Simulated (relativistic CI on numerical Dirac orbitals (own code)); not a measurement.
What each ingredient does to the levels of Ho⁶⁴⁺

Base calculation: Dirac-Coulomb-Breit CI, orbitals from a KLI potential per configuration, a model potential for QED, unscaled Slater integrals.

Configurations in the expansion (outside the closed core 1s2): 2s, 2p, 3s, 3p, 3d, 4s, 4p, 4d, 4f, 5s, 5p, 5d, 5f, 5g, 6s, 6p, 6d. Levels of other configurations are missing.

The lowest level and the first level of each name with at least 55 % of one term (blank where a level has no safe partner in the second run):

```tsv
Level	Base (eV)	Shift (eV)
2s ²S1/2	0.0	0.0
2p ²P°1/2	165.1	-11.9
2p ²P°3/2	1126.6	+2.0
3s ²S1/2	8890.5	+8.2
3p ²P°1/2	8935.4	+5.1
3p ²P°3/2	9221.8	+8.8
3d ²D3/2	9233.6	+11.2
3d ²D5/2	9316.8	+11.4
4s ²S1/2	11943.2	+10.1
4p ²P°1/2	11961.4	+8.9
4p ²P°3/2	12081.6	+10.3
4d ²D3/2	12086.6	+11.3
4d ²D5/2	12121.9	+11.4
4f ²F°5/2	12122.1	+11.4
```

At this charge energies of transitions that change n are usually good to better than 1 %, and those within a shell (Δn = 0) to a few per cent.

Q: One thing was changed in a second run, which moved the levels as shown. Which?
A. Breit term removed
B. QED terms removed
C. configuration mixing switched off

A: A. Breit term removed. The Breit term mainly narrows fine-structure intervals, so removing it widens them.
